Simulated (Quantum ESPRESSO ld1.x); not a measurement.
Species: the zinc ion Zn24+. Configuration: [He] 2s2 2p2.

All-electron calculation, Dirac Kohn-Sham, BLYP, spin-unpolarised, spherical densities, point nucleus; open shells fill j = l - 1/2 first. Program: ld1.x of Quantum ESPRESSO 7.5.

Energy parts (hartree):
| part | energy |
|---|---|
| total | -1270.888 |
| kinetic | 1303.513 |
| electron-nucleus | -2668.152 |
| Hartree | 125.794 |
| exchange-correlation | -32.044 |

Orbitals (lengths in bohr, moments of r in powers of bohr; <r^-3> diverges for s and p1/2):
orbital  occ.  eigenvalue (hartree)  <r^-3>       <r^4>      <r>
1s1/2       2              -404.650       -  0.00002912  0.05011
2s1/2       2              -87.8309       -    0.004616   0.2117
2p1/2       2              -84.5404       -    0.002988   0.1803
2p3/2       0              -83.4895   907.7    0.003144   0.1832
3s1/2       0              -36.8651       -      0.1220   0.5070
3p1/2       0              -35.7289       -      0.1064   0.4818
3p3/2       0              -35.4583   234.9      0.1098   0.4860

The highest occupied level is 2p1/2 at -2300.5 eV. The density falls to 0.001 e/bohr^3 at r = 0.69 bohr. Summed over all electrons, <r^2> = 0.1906 bohr^2, which gives a Langevin (diamagnetic) susceptibility term of -0.151 x 10^-6 cm^3/mol.
